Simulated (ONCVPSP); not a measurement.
## Configuration tests for antimony (ONCV)

| Quantity | Value |
| --- | --- |
| Element | Sb |
| Generator | ONCVPSP 4.0.1 |
| Type | optimised norm-conserving Vanderbilt (ONCV) |
| Functional | PBE |
| Relativity | non-relativistic |
| Frozen core | [Ar] 3d10 |
| Valence charge | 23 |
| Reference configuration | 4s2 4p6 4d10 5s2 (charge +3) |
| Partial waves | 4s+5s: rc 1.40 bohr, ncon 4, nbas 8, qcut 10.2 1/bohr, 2 projectors; 4p: rc 1.25 bohr, ncon 4, nbas 9, qcut 15.1 1/bohr, 3 projectors, debl 3.2 Ha; 4d: rc 1.30 bohr, ncon 4, nbas 8, qcut 12.5 1/bohr, 2 projectors, debl 2.9 Ha |
| Local potential | polynomial inside 0.95 bohr (lpopt 4, dvloc0 0 Ha) |
| Core correction | none |

In the p channel the program set the typed energies aside and used -4.727, 0.250, 3.450 Ha.

Energies are relative to the spin-unpolarised reference configuration 4s2 4p6 4d10 5s2; without spin polarisation the order of configurations can differ from experiment.

```
valence configuration  charge  ΔE all-electron (eV)  error AE − PS (meV)
 4s2 4p6 4d10 5s2 5p3       0               -48.655                 +0.6
  4s2 4p6 4d9 5s2 5p3      +1                -6.098                 +5.5
```

(1) What are ΔE and the potential's error for 4s2 4p6 4d10 5s2 5p2?

(2) What are ΔE and the potential's error for 4s2 4p6 4d10 5s2 5p1?

Levels in the configuration 4s2 4p6 4d9 5s2 5p3:

```tsv
level	all-electron (eV)	pseudo (eV)
4s	-153.819	-153.842
4p	-115.188	-115.178
4d	-50.226	-50.211
5s	-21.715	-21.715
5p	-13.521	-13.520
```

Answers

(1) ΔE = -40.285 eV all-electron; the error (AE − PS) is +0.3 meV.

(2) ΔE = -24.322 eV all-electron; the error (AE − PS) is +0.1 meV.
